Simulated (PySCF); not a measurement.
C4H10OSi, SMILES OC[C@H]1CC[SiH2]1. Atoms are numbered in the order given.

```xyz
16

O      2.4961     1.0580    -0.4349
C      1.7388    -0.1145    -0.1699
C      0.3402     0.1772     0.3481
C     -0.6644     0.8680    -0.6349
C     -2.0232     0.2951    -0.1264
Si    -1.0144    -1.1593     0.5885
H      2.0046     1.5646    -1.1073
H      2.3153    -0.6842     0.5894
H      1.6673    -0.7722    -1.0743
H      0.4113     0.7813     1.2800
H     -0.4710     0.5048    -1.6696
H     -0.6058     1.9783    -0.6626
H     -2.8105     0.1373    -0.8877
H     -2.4423     0.9196     0.6894
H     -1.3166    -1.7113     1.9583
H     -0.8672    -2.3076    -0.3774
```

Coordinates come from a PBE-D3(BJ)/def2-SVP optimisation. The structure was generated by enumeration; whether it is a known compound was not checked. One conformer was computed; it need not be the lowest.

Calculation: PBE/pcSseg-1 (PySCF).

GIAO shieldings, no solvent; atoms listed in one row are averaged. δ = σ(ref) − σ: ¹⁷O against H2O (σ = 334.3 ppm); ¹³C against TMS (σ = 182.0 ppm); ²⁹Si against TMS (σ = 335.4 ppm); ¹H against TMS (σ = 31.49 ppm), references at their B3LYP-D3(BJ)/def2-TZVP geometries, non-relativistic.

```tsv
nucleus	atoms	count	δ (ppm)
¹⁷O	O1	1	65.3
¹³C	C2	1	77.1
¹³C	C3	1	38.2
¹³C	C4	1	35.2
¹³C	C5	1	12.6
²⁹Si	Si6	1	-28.0
¹H	H15	1	5.43
¹H	H16	1	5.03
¹H	H9	1	4.35
¹H	H8	1	4.20
¹H	H12	1	3.23
¹H	H10	1	2.58
¹H	H11	1	2.24
¹H	H14	1	1.80
¹H	H13	1	1.58
¹H	H7	1	0.71
```
